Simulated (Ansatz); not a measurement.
Program: Ansatz. Geometries: PBE0-D4/def2-TZVP. ΔE: electronic, gas phase. CCSD(T)/CBS is the MP2 limit (def2-TZVPP, def2-QZVPP) plus CCSD(T) − MP2 in def2-TZVPP, frozen cores. This one scheme is used for every species. DFT in def2-TZVPP. HSE06 is defined as in plane-wave codes. One conformer a species, not always the lowest.

Consider the ligand exchange at a P–O bond: `OP[SiH3]` + `C=N` → `C=NP[SiH3]` + H₂O.

```json
{"level": "PBE0-D4", "ΔE (kJ/mol)": "-5.3"}
{"level": "r2SCANh-D4", "ΔE (kJ/mol)": "-3.9"}
{"level": "r2SCANh", "ΔE (kJ/mol)": "-2.4"}
{"level": "HSE06", "ΔE (kJ/mol)": "-1.1"}
```

(1) What does CCSD(T)/CBS give? (Estimate.)

(2) What do rigid-rotor, harmonic-oscillator terms from PBE0-D4/def2-TZVP frequencies (298.15 K, 1 bar) make of the CCSD(T)/CBS value? (Best estimate.)

Largest T1 diagnostic among the species: 0.015.

## Answers

(1) The calculation gave: -2.5 kJ/mol. The listed levels differ from it by -2.8, -1.4, 0.1, 1.4 kJ/mol.

(2) Computed: ΔZPE = -4.9 kJ/mol, ΔH = -5.1 kJ/mol, ΔS = -11 J/(mol·K), ΔG = -1.7 kJ/mol.

The D4 term adds −8.4 kJ/mol with B3LYP and −4.6 kJ/mol with PBE0; it sums over pairs of atoms, weighted by their polarisabilities, and B3LYP, whose exchange is more repulsive, gets the larger term. In def2-TZVPP, CCSD(T) changes the Hartree–Fock value by −19.1 kJ/mol (the triples alone add −4.1 kJ/mol) and MP2 by −26.0 kJ/mol. From BLYP to BHLYP (50 % exact exchange), in def2-TZVPP and without D4, ΔE moves by +3.8 kJ/mol.

B3LYP here is the variant with VWN-RPA as its local correlation; programs differ in this.
